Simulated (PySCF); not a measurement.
B3LYP has the VWN-RPA correlation part, as in Gaussian. 

```xyz
4

F      1.4703    -0.1967    -0.1378
Si    -0.0012     0.0002     0.4265
F     -0.5643     1.3712    -0.1444
F     -0.9048    -1.1747    -0.1442
```

Charge 0, multiplicity 2.

Question: Give the Mulliken and meta-Löwdin atomic charges from B3LYP-D3(BJ)/def2-TZVP run with PySCF 2.14.0.

Answer: 
| atom | Mulliken (e) | meta-Löwdin (e) |
|---|---|---|
| F1 | -0.27 | -0.47 |
| Si2 | 0.81 | 1.42 |
| F3 | -0.27 | -0.47 |
| F4 | -0.27 | -0.47 |
